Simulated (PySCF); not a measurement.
Two-photon absorption: SMILES C1=C2SC3=C(C=CC(Br)=C3)SC2=CC=C1, C$_{12}$H$_{7}$BrS$_{2}$

Geometry (Å), atoms numbered from 1 in this order:
```xyz
22

Br    5.1973   -1.4169    0.8788
C     3.6107   -0.5252    0.3267
C     3.5742    0.8605    0.3113
C     2.4152    1.4933   -0.0925
C     1.3095    0.7581   -0.5038
C     1.3612   -0.6318   -0.4852
C     2.5140   -1.2754   -0.0538
S     0.0282   -1.6522   -1.0446
C    -1.3814   -0.7341   -0.4786
C    -2.4780   -1.4591   -0.0302
C    -3.6275   -0.8059    0.3725
C    -3.6811    0.5789    0.3504
C    -2.5840    1.3048   -0.0727
C    -1.4341    0.6524   -0.4988
S    -0.0963    1.6568   -1.0906
H     4.4359    1.4354    0.6109
H     2.3620    2.5705   -0.1126
H     2.5473   -2.3539   -0.0413
H    -2.4199   -2.5367   -0.0208
H    -4.4794   -1.3789    0.7045
H    -4.5754    1.0954    0.6635
H    -2.6088    2.3834   -0.0947
```

Method: TDDFT BHandHLYP/def2-SVPD excited states, vertical, gas phase (PySCF 2.14.0). Geometry: GFN2-xTB.

The calculation is non-relativistic, which matters for the atoms heavier than Zn.

Q: How strongly do the lowest singlets absorb one photon, and two photons of half the energy?

A: δ for parallel linear polarisation; σ at the peak of a Lorentzian of half width 0.1 eV, single beam; Ω is circular over linear.
| state | E (eV) | f | photon λ (nm) | δ (au) | σ (GM) | Ω | main |
| --- | --- | --- | --- | --- | --- | --- | --- |
| S1 | 4.41 | 0.005 | 562 | 71.2 | 0.51 | 1.48 | HOMO→LUMO 0.91 |
| S2 | 4.73 | 0.014 | 525 | 195 | 1.60 | 0.88 | HOMO→LUMO+1 0.83 |
| S3 | 4.99 | 0.001 | 497 | 52.9 | 0.48 | 1.07 | HOMO→LUMO+2 0.30, HOMO−1→LUMO 0.26 |
| S4 | 5.21 | 0.185 | 476 | 2.02 | 0.02 | 1.30 | HOMO→LUMO+4 0.25, HOMO→LUMO+2 0.23 |
| S5 | 5.31 | 0.053 | 467 | 4.08 | 0.04 | 1.32 | HOMO→LUMO+3 0.45, HOMO−1→LUMO+1 0.19 |

Among these, the strongest one-photon state is S4, the strongest two-photon state S2, with a dipole change of 2.7 D (relaxed, norm of the difference vector).
